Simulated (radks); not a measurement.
Values are calculated unless marked as measured or tabulated.
Species: Rb10+. Configuration: [Ar] 3d9 (the NIST ground configuration).

Level of theory: scalar-relativistic Kohn-Sham, PBE, spin-polarised, spherical densities, finite nucleus; open shells are filled with parallel spins first (spin-orbit coupling, left out, can overturn this in heavy ions); Fermi nuclear charge, rms radius 4.2036 fm (a radial shooting solver on a logarithmic mesh with Libxc functionals).

Energy parts (eV):
part                       energy
total                  -80185.460
kinetic                 82147.225
electron-nucleus      -187716.282
Hartree                 27956.555
exchange-correlation    -2572.957

Orbitals (lengths in bohr, moments of r in powers of bohr; r(90%) holds 90 % of the orbital's charge):
orbital  occ.  eigenvalue (eV)  r(90%)  <1/r>     <r^2>       <r^4>
1s up       1        -15242.55  0.0721  37.88  0.002187  0.00001234
1s down     1        -15242.54  0.0721  37.88  0.002187  0.00001234
2s up       1        -2214.212   0.275  8.437   0.03724    0.002392
2s down     1        -2212.942   0.275  8.440   0.03722    0.002389
2p up       3        -1986.651   0.253  8.244   0.02938    0.001725
2p down     3        -1985.704   0.253  8.247   0.02935    0.001721
3s up       1        -493.0345   0.743  2.857    0.2889      0.1292
3s down     1        -491.2280   0.743  2.853    0.2894      0.1298
3p up       3        -419.5463   0.766  2.714    0.2985      0.1451
3p down     3        -417.7379   0.767  2.710    0.2993      0.1460
3d up       5        -298.5583   0.796  2.487    0.2969      0.1692
3d down     4        -296.5987   0.799  2.482    0.2986      0.1714

The highest occupied level is 3d down at -296.60 eV. The density falls to 0.001 e/bohr^3 at r = 1.64 bohr. Spin moment in Bohr magnetons: 1. The electron density at the nucleus is 5.572e+04 e/bohr^3 (large components only). Summed over all electrons, <r^2> = 5.305 bohr^2, which gives a Langevin (diamagnetic) susceptibility term of -4.2 x 10^-6 cm^3/mol.
